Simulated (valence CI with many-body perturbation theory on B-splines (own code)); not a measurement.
The numbers below are computed, except where a source is named.
**Run record, Cd XXVI**

The program does CI of the valence electrons with many-body perturbation theory for a frozen closed Dirac-Fock core.

Command, and the settings that its task file holds:

```sh
python run_cv.py task.json out
```

```
atom Cd  Z=48  mass_number=114  rms_radius_fm=4.6087
core [Ar]
valence 3d5
avg = 1
basis = S
breit = 1
cap = 10000
capref = 1200
cscale = 1
de = 0.0
dress = 0
eps = 2e-08
extrap = 1
h = 0.27
hh = 1
l2 = 3
lcore = 6
maxit = 60
n2 = 5
natural = 1
nlev = 21
nno = [3, 3, 3, 3, 1]
nroot = 26
ns = 4
nsp = [3, 3, 2, 2, 0]
pt2 = 1
qed = 1
rpa = 1
s1 = 1
s2 = 1
s3 = 1
screen = 1
tol = 2e-05
whole = 1
```

Log. The first blocks belong to the next ion, which gives the ionisation energy. Fields: 2J, parity (1 odd), roots, reference size, generating configurations, candidates as configurations/state functions, variational space P, stored matrix elements, Davidson steps; e2 is the range of second-order energies in hartree. The first line gives the box (bohr), its intervals, the orbitals and the steps of their self-consistent field. Window is the range of levels sought, series limit the energy at which the first omitted orbital would enter, core excitation an estimate of the first excitation out of the core, left out the lowest levels not solved, and shifts from estimates the range by which levels moved from their first estimate, all in cm⁻¹.

```
rmax 4.4 intervals 59 orbitals 40 references ['3d5', '3d4 4s', '3d4 4p'] scf 5 t 0.8
2J=0 par=0 roots 2 ref 17 generators 4 cand 459/971 P 472/988 nnz 0 it 0
2J=0 par=0 roots 2 ref 17 generators 6 cand 834/1590 P 1306/2578 nnz 1e+06 it 5
   second order: generators 10 cand 3027/7159 e2 -0.00002 -0.00001
2J=2 par=0 roots 2 ref 36 generators 3 cand 166/904 P 181/940 nnz 0 it 0
2J=2 par=0 roots 2 ref 36 generators 4 cand 912/4098 P 1093/5038 nnz 5.3e+06 it 5
   second order: generators 9 cand 2349/15444 e2 -0.00004 -0.00003
2J=4 par=0 roots 2 ref 51 generators 4 cand 113/866 P 129/917 nnz 0 it 0
2J=4 par=0 roots 2 ref 51 generators 4 cand 600/4025 P 729/4942 nnz 5.6e+06 it 11
   second order: generators 7 cand 2029/17778 e2 -0.00042 -0.00019
reference levels 556, estimated 33, window 259695 1/cm; series limit 7254238, core excitation 1336313
2J=5 par=0 roots 8 ref 81 generators 5 cand 44/797 P 224/3337 nnz 2.8e+06 it 7
2J=5 par=0 roots 8 ref 81 generators 5 cand 513/6613 P 737/9950 nnz 2.2e+07 it 8
   second order: generators 14 cand 5910/164476 e2 -0.00179 -0.00063
2J=7 par=0 roots 6 ref 72 generators 3 cand 32/649 P 192/2935 nnz 2.3e+06 it 5
2J=7 par=0 roots 6 ref 72 generators 3 cand 498/6837 P 690/9772 nnz 2.1e+07 it 7
   second order: generators 9 cand 5162/161347 e2 -0.00201 -0.00149
2J=3 par=0 roots 5 ref 67 generators 3 cand 56/737 P 266/3229 nnz 2.5e+06 it 5
2J=3 par=0 roots 5 ref 67 generators 3 cand 716/6632 P 982/9861 nnz 2e+07 it 10
   second order: generators 8 cand 2925/54142 e2 -0.00065 -0.00049
2J=11 par=0 roots 3 ref 35 generators 3 cand 60/936 P 271/3376 nnz 2.8e+06 it 4
2J=11 par=0 roots 3 ref 35 generators 3 cand 767/6591 P 1038/9967 nnz 2.2e+07 it 8
   second order: generators 11 cand 5331/168458 e2 -0.00022 -0.00017
2J=9 par=0 roots 4 ref 56 generators 3 cand 48/956 P 233/3400 nnz 2.9e+06 it 5
2J=9 par=0 roots 4 ref 56 generators 3 cand 539/6554 P 772/9954 nnz 2.2e+07 it 8
   second order: generators 9 cand 3791/94263 e2 -0.00111 -0.00083
2J=1 par=0 roots 3 ref 39 generators 3 cand 153/931 P 514/3369 nnz 2.5e+06 it 4
2J=1 par=0 roots 3 ref 39 generators 3 cand 1005/5128 P 1519/8497 nnz 1.4e+07 it 6
   second order: generators 9 cand 4322/63593 e2 -0.00009 -0.00006
2J=13 par=0 roots 1 ref 18 generators 1 cand 107/992 P 360/3489 nnz 3e+06 it 4
2J=13 par=0 roots 1 ref 18 generators 1 cand 803/5190 P 1163/8679 nnz 1.7e+07 it 5
   second order: generators 4 cand 2673/48723 e2 -0.00004 -0.00004
left out: unestimated 403363, estimated 344568, shifts from estimates -72 to 191
```

What became of the run, and why?

It gave no result: the setting left no core shell for the response of the core. The program said: "need at least one array to concatenate".
